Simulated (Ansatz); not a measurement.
C3H12ClNSi2, singlet, at a GFN2-xTB geometry, atoms displaced at random by about 0.08 Å a coordinate; R2SCAN/STO-3G, gradient (Ansatz, a first-principles code).

Input for Ansatz:
Ansatz 0.2 input:
```yaml
crystal:
  periodic: [false, false, false]
  atoms:
    - {symbol: Si, position_ang: [1.40333323, 0.28904746, -0.44298765]}
    - {symbol: Cl, position_ang: [3.20986944, -0.32556261, 0.67030190]}
    - {symbol: N, position_ang: [0.09389842, 0.06844479, 0.46171792]}
    - {symbol: Si, position_ang: [-1.54311474, -0.07026094, -0.16211871]}
    - {symbol: C, position_ang: [-2.44902966, -0.25678275, 1.54017351]}
    - {symbol: C, position_ang: [-1.86124053, 1.58591529, -0.78672481]}
    - {symbol: C, position_ang: [-1.98647826, -1.51359396, -1.23053875]}
    - {symbol: H, position_ang: [1.54091278, -0.51859038, -1.61177612]}
    - {symbol: H, position_ang: [1.68484691, 1.53822206, -0.82865194]}
    - {symbol: H, position_ang: [0.45954666, -0.23897940, 1.33491921]}
    - {symbol: H, position_ang: [-2.34115605, -1.12974977, 2.08591829]}
    - {symbol: H, position_ang: [-2.41271378, 0.79363565, 2.22347860]}
    - {symbol: H, position_ang: [-3.58587800, -0.04980400, 1.23564997]}
    - {symbol: H, position_ang: [-2.97917329, 1.73436842, -1.30810499]}
    - {symbol: H, position_ang: [-1.28531908, 1.71279364, -1.95526749]}
    - {symbol: H, position_ang: [-1.59768483, 2.54128894, -0.25701266]}
    - {symbol: H, position_ang: [-1.62355896, -2.51920103, -0.69005153]}
    - {symbol: H, position_ang: [-1.29934828, -1.48539285, -2.09153031]}
    - {symbol: H, position_ang: [-2.93810516, -1.57653991, -1.46766481]}
basis:
  gaussian:
    orbitals: STO-3G
hamiltonian:
  xc: r2scan
output: {forces: true}
```

Problem. Predict the main parts of the log of this Ansatz run.

Solution. 
```
Functional definition: r2SCAN
749 factors; integrals over basis functions are off by at most 3.6e-5 eV
mean field evaluation 1: about -32690.2942 eV, gradient 3.3e1 eV
mean field evaluation 2: about -32689.8994 eV, gradient 3.6e1 eV
mean field evaluation 4: about -32694.0119 eV, gradient 1.2e0 eV
mean field evaluation 8: about -32693.8638 eV, gradient 7.1e-2 eV
mean field -32693.86382098 eV, -1201.4773347240 hartree, gradient 4.2e-5 eV, S^2 0.000000; 0 other end points of the search recorded, 0 dependent functions left out
the calculation of the forces begins
reference -32693.86382956 eV, -1201.4773350396 hartree; 41, 41 occupied and 18, 18 virtual orbitals, 749 factors
Total energy: -32693.86382956 eV, -1201.4773350396 hartree
Atom 0 at     1.403333     0.289047    -0.442988 Å, force     4.995354    -2.411509    -1.319237 eV/Å
Atom 1 at     3.209869    -0.325563     0.670302 Å, force    -1.358499     0.450188    -0.493456 eV/Å
Atom 2 at     0.093898     0.068445     0.461718 Å, force    -2.538170    -0.531539    -0.476194 eV/Å
Atom 3 at    -1.543115    -0.070261    -0.162119 Å, force     0.058591    -0.690048     5.595289 eV/Å
Atom 4 at    -2.449030    -0.256783     1.540174 Å, force    -4.172012     7.933068    -2.032430 eV/Å
Atom 5 at    -1.861241     1.585915    -0.786725 Å, force    -2.089910     3.430903    -8.635675 eV/Å
Atom 6 at    -1.986478    -1.513594    -1.230539 Å, force     8.553995    -2.479722     2.387974 eV/Å
Atom 7 at     1.540913    -0.518590    -1.611776 Å, force    -0.300281    -0.415206    -0.711039 eV/Å
Atom 8 at     1.684847     1.538222    -0.828652 Å, force     0.713946     3.503362    -0.938574 eV/Å
Atom 9 at     0.459547    -0.238979     1.334919 Å, force    -0.972579    -0.910067     2.430321 eV/Å
Atom 10 at    -2.341156    -1.129750     2.085918 Å, force     0.279016    -2.298708     1.630141 eV/Å
Atom 11 at    -2.412714     0.793636     2.223479 Å, force     1.097109    -3.846762    -1.902788 eV/Å
Atom 12 at    -3.585878    -0.049804     1.235650 Å, force     2.325331    -1.693922     0.794803 eV/Å
Atom 13 at    -2.979173     1.734368    -1.308105 Å, force     3.049446    -0.529983     2.495894 eV/Å
Atom 14 at    -1.285319     1.712794    -1.955267 Å, force    -1.328858    -0.491487     4.414997 eV/Å
Atom 15 at    -1.597685     2.541289    -0.257013 Å, force    -0.225401    -1.307241     0.029646 eV/Å
Atom 16 at    -1.623559    -2.519201    -0.690052 Å, force    -1.383718     2.706412    -1.130352 eV/Å
Atom 17 at    -1.299348    -1.485393    -2.091530 Å, force    -0.810429    -0.023004    -0.413517 eV/Å
Atom 18 at    -2.938105    -1.576540    -1.467665 Å, force    -5.892931    -0.394734    -1.725802 eV/Å
Dipole moment:    -0.845611     0.024329    -0.369436 e Å
```
